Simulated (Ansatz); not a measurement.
Consider the formal exchange of groups at the Sn–B bond: `C[B](F)[SnH3]` + `[CH3][SnH3]` → `[SnH3][CH2][SnH3]` + `CBF`.

Gas-phase electronic energies from Ansatz, PBE0-D4/def2-TZVP geometries. CBS: MP2 limit from def2 TZ/QZ plus the TZ coupled-cluster correction, frozen cores. This one scheme is used for every species. Functionals use def2-TZVPP. Elements past krypton have def2 core potentials. For Sn outer-core shells are correlated without core-valence functions, which leaves a few kJ/mol of doubt a bond.

`C[B](F)[SnH3]`:

Cartesian coordinates in Å:
```
C -1.442 -0.205 0.863
B -0.657 0.327 -0.370
F -1.306 0.972 -1.329
Sn 1.593 0.058 -0.641
H -1.315 -1.291 0.942
H -1.013 0.202 1.786
H -2.509 0.027 0.832
H 2.185 0.766 -2.079
H 2.454 0.748 0.668
H 2.011 -1.601 -0.671
```

`[CH3][SnH3]`:

Z-matrix (Å, degrees):
```
C
Sn 1 2.140
H 1 1.090 2 110.0
H 1 1.090 2 110.0 3 -120.0
H 1 1.090 2 110.0 3 120.0
H 2 1.709 1 110.1 3 -59.7
H 2 1.709 1 110.1 3 -179.7
H 2 1.709 1 110.1 3 60.3
```

`[SnH3][CH2][SnH3]`:

Cartesian coordinates in Å:
```
Sn -0.468 1.638 0.657
C -0.695 -0.122 -0.540
Sn 0.872 -1.567 -0.343
H -1.781 2.703 0.403
H 0.988 2.429 0.237
H -0.410 1.200 2.308
H -0.757 0.180 -1.588
H -1.641 -0.600 -0.275
H 0.964 -2.089 1.281
H 2.361 -0.857 -0.788
H 0.567 -2.915 -1.351
```

`CBF`:

```xyz
7

C    -0.319   -0.319   -0.519
B     0.404    0.394    0.656
F     0.411    1.718    0.739
H    -0.790    0.362   -1.230
H    -1.079   -1.003   -0.122
H     0.390   -0.961   -1.055
H     0.983   -0.191    1.531
```

| level | ΔE (kcal/mol) |
| --- | --- |
| PBE0-D4 | 1.8 |
| r2SCAN | 1.9 |
| SCS-MP2/def2-QZVPP | -2.1 |
| HF/CBS(def2) | -1.0 |

Task: What does CCSD(T)/CBS give? (Best estimate.)

Result: The calculation gave: -0.7 kcal/mol. The listed levels differ from it by 2.5, 2.6, -1.4, -0.3 kcal/mol.

Largest T1 diagnostic among the species: 0.014.

From PBE to PBE0 (25 % exact exchange), in def2-TZVPP and without D4, ΔE moves by −1.0 kcal/mol. The D4 term adds −0.8 kcal/mol with B3LYP and −0.4 kcal/mol with PBE0; it sums over pairs of atoms, weighted by their polarisabilities, and B3LYP, whose exchange is more repulsive, gets the larger term.

B3LYP here is the variant with VWN-RPA as its local correlation; programs differ in this.
